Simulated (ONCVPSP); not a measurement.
## nitrogen (N), ONCV: configuration errors across variants

- Element: nitrogen (N)
- Generator: ONCVPSP 4.0.1
- Type: optimised norm-conserving Vanderbilt (ONCV)
- Functional: PBE
- Relativity: non-relativistic
- Frozen core: [He]
- Valence charge: 5
- Reference configuration: 2s2 2p2 (charge +1)
- Partial waves: 2s: rc 0.85 bohr, ncon 4, nbas 7, qcut 7.4 1/bohr, 3 projectors, debl 3.3 Ha; 2p: rc 1.20 bohr, ncon 3, nbas 7, qcut 8.2 1/bohr, 3 projectors, debl 0.5 Ha; d scattering state at 0.29 Ha: rc 1.05 bohr, ncon 4, nbas 7, qcut 8.1 1/bohr, 2 projectors, debl 1.1 Ha
- Local potential: polynomial inside 0.80 bohr (lpopt 5, dvloc0 0 Ha)
- Core correction: none

In the p channel the program set the typed energies aside and used -0.760, 0.250, 0.750 Ha.

All-electron excitation energies from the reference (eV): (1) 2s2 2p3 -13.597; (2) 2s2 2p1 28.858; (3) 2s2 2p0 75.943; (4) 2s1 2p3 11.747.

1 further variants failed, have other tests or too few solved ones, and are left out.

A true bound ghost makes a file unfit for plane-wave use even where its test errors are small: the radial tests pick states by their node count and pass the ghost by.

Errors AE − PS in meV (a dash: test not solved or not reliable):

| change | (1) | (2) | (3) | (4) | bound ghosts | GHOST(+) flags above zero |
| --- | --- | --- | --- | --- | --- | --- |
| base | +12 | +48 | +376 | +12 | s, p | s, p |
| s: qcut 6.1; p: qcut 6.8; d: qcut 6.7 | +18 | +62 | +476 | +20 | s, p | s, d |
| d: rc 0.8 | +12 | +48 | +376 | +12 | s, p | s, p, d |
| s: nbas 8 | +12 | +48 | +376 | +12 | s, p | s, p |
| local potential polynomial inside 0.55 bohr (lpopt 5, dvloc0 0 Ha) | +12 | +48 | +376 | +13 | s | s, d |
| s: nproj 2 | +12 | +48 | +376 | +12 | p | p |
| d: rc 1.28 | +12 | +48 | +376 | +12 | s, p | s, p |
| p: qcut 5.6 | +26 | +76 | +571 | +22 | s, p | s |

(1) Give the same row for: local potential polynomial inside 0.80 bohr (lpopt 5, dvloc0 7 Ha).

Answers

(1) +12, +48, +376, +13; bound ghosts: s; GHOST(+) flags above zero: s, p.
